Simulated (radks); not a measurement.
All-electron atom: Cd6+ in [Kr] 4d(3/2: 4, 5/2: 1) 5s1 (not the ground configuration). Calculated with a radial shooting solver on a logarithmic mesh with Libxc functionals: Dirac Kohn-Sham, relativistic LDA (MacDonald-Vosko exchange, VWN5 correlation), spin-unpolarised, spherical densities, finite nucleus; Fermi nuclear charge, rms radius 4.6087 fm.

Normalised radial functions P(r) = r R(r) (large component), r in bohr:

```
   r/bohr * 4d3/2 (the largest magnitude, 1.06, reaches the edge; | marks zero)
 0.002731                             *
 0.003129                             *
 0.003585                             *
 0.004107                             *
 0.004705                             *
 0.005434                             *
 0.006225                             *
 0.007132                             *
 0.008171                             *
 0.009362                             *
  0.01073                             *
  0.01229                             *
  0.01408                             *
  0.01626                             *
  0.01863                             *
  0.02134                             *
  0.02445                             *
  0.02801                             |*
  0.03209                             |*
  0.03677                             |*
  0.04212                             |*
  0.04865                             | *
  0.05574                             |  *
  0.06386                             |  *
  0.07316                             |   *
  0.08382                             |     *
  0.09603                             |      *
     0.11                             |        *
    0.126                             |         *
   0.1456                             |           *
   0.1668                             |             *
   0.1911                             |             *
   0.2189                             |              *
   0.2508                             |             *
   0.2873                             |           *
   0.3292                             |       *
   0.3771                             |  *
   0.4356                          *  |
    0.499                    *        |
   0.5717              *              |
    0.655        *                    |
   0.7504    *                        |
   0.8597  *                          |
    0.985  *                          |
    1.128    *                        |
    1.303        *                    |
    1.493            *                |
    1.711                 *           |
     1.96                     *       |
    2.245                        *    |
    2.572                          *  |
    2.947                            *|
    3.377                             *
      3.9                             *
    4.468                             *
    5.119                             *
    5.864                             *
```

4d3/2: eigenvalue -105.38 eV, 1 radial node at r = 0.410 bohr, <r> = 1.06 bohr, 90 % of the charge inside 1.59 bohr.
